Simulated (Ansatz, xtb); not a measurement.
# C3H10GeO: which of two isomers lies lower

We compare X, `C[C@@H](O)[CH2][GeH3]`, a singlet, with Y, `C[C](C)(O)[GeH3]`, a singlet. Both are isolated molecules in the gas phase, relaxed with PBE-D3(BJ)/def2-SVP; the shapes shown needn't be the lowest conformers.

X (Å):

```yaml
atoms:
  - { symbol: C, position_ang: [2.0230, -0.0940, -0.1419] }
  - { symbol: C, position_ang: [1.3105, 0.5129, 1.0607] }
  - { symbol: C, position_ang: [-0.0792, -0.0962, 1.3111] }
  - { symbol: Ge, position_ang: [-1.4668, 0.5936, 0.0694] }
  - { symbol: O, position_ang: [1.2215, 1.9199, 0.8161] }
  - { symbol: H, position_ang: [2.2089, -1.1746, 0.0153] }
  - { symbol: H, position_ang: [1.4186, 0.0298, -1.0629] }
  - { symbol: H, position_ang: [2.9945, 0.4131, -0.3002] }
  - { symbol: H, position_ang: [1.9445, 0.3271, 1.9646] }
  - { symbol: H, position_ang: [0.7719, 2.3216, 1.5826] }
  - { symbol: H, position_ang: [-0.0484, -1.2037, 1.2476] }
  - { symbol: H, position_ang: [-0.4332, 0.1452, 2.3370] }
  - { symbol: H, position_ang: [-1.9218, 2.0155, 0.4917] }
  - { symbol: H, position_ang: [-0.9754, 0.6334, -1.3989] }
  - { symbol: H, position_ang: [-2.7047, -0.3442, 0.1494] }
```

Y (Å):

| atom | x (Å) | y (Å) | z (Å) |
| --- | --- | --- | --- |
| C | -1.1075 | -0.0034 | 1.8089 |
| C | -0.0707 | -0.0075 | 0.6891 |
| C | 0.0932 | -1.4013 | 0.0777 |
| Ge | -0.5626 | 1.3435 | -0.7222 |
| O | 1.1573 | 0.4349 | 1.2864 |
| H | -1.1913 | 1.0013 | 2.2680 |
| H | -2.1053 | -0.3070 | 1.4352 |
| H | -0.7979 | -0.7146 | 2.6048 |
| H | 0.8560 | -1.4058 | -0.7300 |
| H | 0.4216 | -2.1182 | 0.8611 |
| H | -0.8563 | -1.7712 | -0.3596 |
| H | 1.8544 | 0.3521 | 0.6086 |
| H | -0.7961 | 2.7246 | -0.0559 |
| H | 0.6510 | 1.4592 | -1.6920 |
| H | -1.8213 | 0.9559 | -1.5538 |

Energies in hartree; the thermal terms are from GFN2-xTB frequencies at re-optimised GFN2-xTB minima (ideal gas, soft modes damped towards free rotors, one conformer each, 298.15 K, 1 atm) and include the zero-point energy:

```
                               X            Y
E, CCSD(T)/def2-SVP  −2270.174588  −2270.169644
    E, MP2/def2-SVP  −2270.093778  −2270.088998
  E, MP2/def2-TZVPP  −2270.756629  −2270.752589
  zero-point energy      0.118273      0.116550
       H(298 K) − E      0.126994      0.125995
       G(298 K) − E      0.086334      0.084109
```

Task: Correct the CCSD(T) difference for the basis set by the MP2 change, then work out ΔE, ΔE₀, ΔH and ΔG for X → Y in kJ/mol (1 Eh = 2625.50 kJ/mol) and the equilibrium ratio [Y]/[X].

Result: 1. Differences Y − X: CCSD(T) +0.004944, MP2 in the small set +0.004780, MP2 in the large set +0.004040 Eh.
2. ΔE = +0.004944 + (+0.004040 − (+0.004780)) = +0.004204 Eh = +11.04 kJ/mol.
3. ΔE₀ = ΔE + ΔZPE = +0.004204 + (−0.001723) Eh = +6.51 kJ/mol.
4. ΔH = ΔE + (−0.000999) Eh = +8.41 kJ/mol.
5. ΔG = ΔE + (−0.002225) Eh = +5.20 kJ/mol, so ΔS = (ΔH − ΔG)/T = +10.8 J/(mol K).
6. kT = 0.9442 mEh, so K = [Y]/[X] = exp(−ΔG/kT) = exp(−2.10) ≈ 0.12.

Structure X is favoured at this temperature. An error of 4 kJ/mol in ΔG would change K by a factor of 5. Mirror images and further conformers aren't counted.

As drawn, both hold the same kinds of bond in the same numbers. Structure X has 1 methyl group, Y 2.

Other levels gave ΔE = +10.3 (GFN2-xTB); +23.5 (HF/STO-3G, GFN2-xTB geometries); +6.0 (r2SCAN-D4/def2-SVP, GFN2-xTB geometries); +8.5 (PBE-D3(BJ)/def2-SVP); +21.3 (HF/def2-SVP); +12.6 (MP2/def2-SVP); +13.0 (CCSD(T)/def2-SVP) kJ/mol. The correlated steps freeze 13 core orbitals; the filled d shell of Ge is correlated, in a basis made for valence electrons. Programs: Ansatz 0.2.0, xtb 6.7.1.
